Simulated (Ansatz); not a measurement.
`CC([SiH3])=[Se]`. Charge 0, multiplicity 1.

```xyz
10

C    -1.2894   -0.2877    0.5876
C     0.1228    0.1779    0.6554
Si    1.1362    0.1653   -0.9319
Se    0.8723    0.7362    2.1520
H    -1.7868   -0.2398    1.5565
H    -1.3267   -1.3171    0.2105
H    -1.8485    0.3160   -0.1380
H     2.5108    0.6512   -0.6872
H     0.4493    1.0232   -1.9380
H     1.1601   -1.2251   -1.4670
```

(1) What are the harmonic wavenumbers in cm⁻¹ at PBE0-D4/def2-TZVP (Ansatz, finite differences of forces, unscaled)? (An estimate is asked.)

(2) Is this a minimum?

(3) Give the ideal-gas thermochemistry at 298.15 K and 1 bar (rigid rotor, harmonic oscillator; point group Cs, symmetry number 1).

(4) And at 400, 500, 600, 800 and 1000 K?

Answers

(1) Ansatz gave: 42, 138, 182, 290, 311, 493, 637, 642, 858, 911, 934, 935, 978, 1144, 1159, 1375, 1455, 1459, 2206, 2209, 2274, 3019, 3074, 3141.

(2) Yes, all 24 modes are real.

(3) Zero-point energy 178.6 kJ/mol; H(298) − E = 198.4 kJ/mol; entropy 348.8 J/(mol·K), of which translation 170.2, rotation 114.2, vibration 64.3; G(298) − E = 94.5 kJ/mol. Modes under 100 cm⁻¹ are hindered rotations or soft bends, so the harmonic entropy is rough.

(4) 
```json
{"T (K)": "400", "H − E (kJ/mol)": "209.4", "S (J/mol/K)": "380.3", "G − E (kJ/mol)": "57.3"}
{"T (K)": "500", "H − E (kJ/mol)": "222.0", "S (J/mol/K)": "408.2", "G − E (kJ/mol)": "17.9"}
{"T (K)": "600", "H − E (kJ/mol)": "236.0", "S (J/mol/K)": "433.7", "G − E (kJ/mol)": "-24.2"}
{"T (K)": "800", "H − E (kJ/mol)": "267.5", "S (J/mol/K)": "478.9", "G − E (kJ/mol)": "-115.6"}
{"T (K)": "1000", "H − E (kJ/mol)": "302.5", "S (J/mol/K)": "517.9", "G − E (kJ/mol)": "-215.4"}
```
